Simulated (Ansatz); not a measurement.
Geometry optimisation, Ansatz 0.2.0, RKS B3LYP-D4/6-31G.

Input:

```yaml
crystal:
  periodic: [false, false, false]
  atoms:
    - { symbol: Si, position_ang: [0.0, 0.0, 0.0] }
    - { symbol: O, position_ang: [0.0, 0.0, 1.68] }
    - { symbol: Si, position_ang: [-1.3147, -0.4067, 2.6436] }
    - { symbol: H, position_ang: [-2.239, -1.2403, 1.8804] }
    - { symbol: H, position_ang: [-0.8506, -1.1432, 3.8157] }
    - { symbol: H, position_ang: [-1.9987, 0.8095, 3.0733] }
    - { symbol: H, position_ang: [1.3768, 0.0, -0.4862] }
    - { symbol: Cl, position_ang: [-1.0032, 1.7381, -0.7093] }
    - { symbol: H, position_ang: [-0.6877, -1.1914, -0.4862] }
basis:
  gaussian: { orbitals: "6-31G" }
hamiltonian:
  xc: b3lyp
  dispersion: d4
relax:
  f_tol: 0.02
  max_steps: 40
```

Command:

```bash
$ ansatz run input.yaml --threads 1 --pin off --max-ram 2048MiB --backend cpu --events-out ev --progress --plain --runs-dir out
```

Question: Where does it end, and by what steps?

Answer: It converged. The force dipped under the threshold on the way, but the program's further checks kept it going. Limits of this set-up: no polarisation functions. After 10 steps the energy has fallen by 0.377 eV; H4 moved furthest, 0.83 Å.

```
step  energy less start (eV)  largest force component (eV/Å)  accepted
   0                  0.0000                           1.379       yes
   1                 -0.2307                           0.604       yes
   2                 -0.2862                           0.251       yes
   3                 -0.3371                           0.142       yes
   4                 -0.3613                           0.276       yes
   5                 -0.3739                           0.026       yes
   6                 -0.3759                           0.007       yes
   7                 -0.3697                           0.146        no
   8                 -0.3761                           0.051       yes
   9                 -0.3711                           0.166        no
  10                 -0.3767                           0.003       yes
```

```xyz
9
Properties=species:S:1:pos:R:3
Si 0.052 -0.053 -0.170
O -0.527 -0.439 1.346
Si -1.438 -0.457 2.788
H -2.681 -1.272 2.581
H -0.594 -1.080 3.859
H -1.806 0.946 3.171
H 1.510 0.264 -0.110
Cl -0.935 1.778 -0.896
H -0.296 -1.120 -1.157
```

Whether the end is a true minimum wasn't checked by a vibrational analysis.

Time of the run: 42 s on 1 thread of Arm Neoverse V1, with other jobs on the host, peak memory 0.13 GiB.
